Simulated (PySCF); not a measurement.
PySCF input for CH2NO, SMILES O=C[NH], multiplicity 2, PBE-D3(BJ)/def2-TZVP. The structure is a stationary point at PBE-D3(BJ)/def2-TZVP. A frequency run showed that this geometry is not a minimum. The isomer is the one that the SMILES or the coordinates give; other isomers of the formula were not compared. The values are those of a single conformer.

```python
import numpy as np
from pyscf import gto, scf, dft, df
from pyscf.hessian import thermo

mol = gto.M(
    atom='''
    N    -0.11086485    1.12349057    0.00000000
    C     0.46020837   -0.05451505    0.00000000
    O    -0.30030714   -1.06771478    0.00000000
    H    -1.13865804    1.15247979    0.00000000
    H     1.55591887   -0.14810521    0.00000000
    ''',
    basis='def2-TZVP',
    charge=0,
    spin=1,
    max_memory=1600,
    verbose=3,
)
mf = dft.UKS(mol, xc='pbe').density_fit(auxbasis='def2-universal-jkfit')
mf.disp = 'd3bj'
mf.grids.level = 3
mf.conv_tol = 1e-11
mf.max_cycle = 100
mf.kernel()
fine, coarse = mf.grids, dft.Grids(mol).set(level=1).build(with_non0tab=True)
for _ in range(3):  # follow internal instabilities
    mf.grids = coarse
    mo, _, stable, _ = mf.stability(return_status=True, nroots=4)
    mf.grids = fine
    if stable:
        break
    mf.kernel(mf.make_rdm1(mo, mf.mo_occ))

# [left out here: the lines that compute and print the analytic Hessian (its translational invariance restored by hand, since the grid's response is missing), thermochemistry and intensities]
```

Program output:

```

WARN: HOMO -0.305096638818766 >= LUMO -0.305096638818762

converged SCF energy = -169.094723695256  <S^2> = 0.75318381  2S+1 = 2.0031813
<class 'pyscf.df.df_jk.DFUKS'> wavefunction is stable in the internal stability analysis

WARN: DFTD3 does not support analytical Hessian, using finite difference


WARN: Mole.unit (angstrom) is changed to Bohr

Mode                                 0                   1                   2
Irrep
Freq [cm^-1]                     -658.7270            562.6009            959.6994
Reduced mass [au]                   1.5196              3.5980              1.3641
Force const [Dyne/A]               -0.3885              0.6710              0.7402
Char temp [K]                    -947.7615            809.4575           1380.7938
Normal mode                   x     y     z       x     y     z       x     y     z
       0   N                 0.00  0.00  0.10   -0.05 -0.12  0.00   -0.05 -0.10  0.00
       1   C                 0.00  0.00 -0.12    0.13 -0.01 -0.00    0.03 -0.05 -0.00
       2   O                -0.00 -0.00  0.05   -0.05  0.14  0.00    0.02  0.06  0.00
       3   H                -0.00 -0.00 -0.79   -0.06 -0.45 -0.00    0.02  0.82  0.00
       4   H                 0.00  0.00  0.10    0.12 -0.02  0.00    0.06  0.19  0.00
Mode                                 3                   4                   5
Irrep
Freq [cm^-1]                      979.2678           1247.9788           1402.8288
Reduced mass [au]                   1.2540              1.4017              7.3848
Force const [Dyne/A]                0.7085              1.2862              8.5624
Char temp [K]                    1408.9483           1795.5636           2018.3583
Normal mode                   x     y     z       x     y     z       x     y     z
       0   N                -0.00 -0.00 -0.00    0.05 -0.03 -0.00    0.09 -0.14  0.00
       1   C                 0.00 -0.00  0.13    0.03  0.07  0.00   -0.17  0.09 -0.00
       2   O                 0.00  0.00 -0.02   -0.08 -0.07 -0.00    0.06  0.06  0.00
       3   H                -0.00  0.00 -0.37    0.05 -0.07  0.00    0.10 -0.12 -0.00
       4   H                -0.00  0.00 -0.80    0.09  0.82 -0.00   -0.20  0.03  0.00
Mode                                 6                   7                   8
Irrep
Freq [cm^-1]                     1439.1769           3034.2156           3398.3594
Reduced mass [au]                   3.3910              1.0914              1.0743
Force const [Dyne/A]                4.1382              5.9201              7.3097
Char temp [K]                    2070.6551           4365.5607           4889.4826
Normal mode                   x     y     z       x     y     z       x     y     z
       0   N                 0.01  0.07  0.00    0.00 -0.00  0.00    0.07 -0.01 -0.00
       1   C                -0.08 -0.20  0.00   -0.08  0.01  0.00    0.00  0.00  0.00
       2   O                 0.05  0.08  0.00    0.00  0.00 -0.00    0.00  0.00 -0.00
       3   H                -0.02 -0.20 -0.00   -0.01 -0.01 -0.00   -0.96  0.07  0.00
       4   H                -0.02  0.44 -0.00    0.95 -0.08 -0.00   -0.01 -0.00  0.00
temperature 298.1500 [K]
pressure 101325.00 [Pa]
Rotational constants [GHz] 64.59475 13.52293 11.18198
Symmetry number 1
Zero-point energy (ZPE) 0.02967 [Eh]   77901.583 [J/mol]
                           tot       elec      trans        rot        vib
Entropy [J/mol/K]       253.020      5.763    155.950     87.970      3.336
Cv [J/mol/K]             34.605      0.000     12.472     12.472      9.662
Cp [J/mol/K]             42.920      0.000     20.786     12.472      9.662
Internal energy [J/mol]                      3718.434   3718.434  78668.703
Internal energy [Eh]   -169.06193  -169.09472
Enthalpy [J/mol]                             6197.391   3718.434  78668.703
Enthalpy [Eh]          -169.06098
Gibbs free energy [J/mol]                  -40299.225 -22509.953  77674.167
Gibbs free energy [Eh] -169.08972
mode   freq/cm-1   IR/(km/mol)
   1     -658.73       332.250
   2      562.60        25.495
   3      959.70       247.091
   4      979.27        28.416
   5     1247.98        34.694
   6     1402.83        26.838
   7     1439.18        33.071
   8     3034.22        16.909
   9     3398.36        16.708
max |gradient| / (hartree/bohr): 9.245508895690014e-05
APT charges: [-0.6522  0.5575 -0.3338  0.3625  0.0659]
```

The run converged. The end point has an imaginary mode, so it is no minimum.

Cost: very roughly 80 core-seconds.
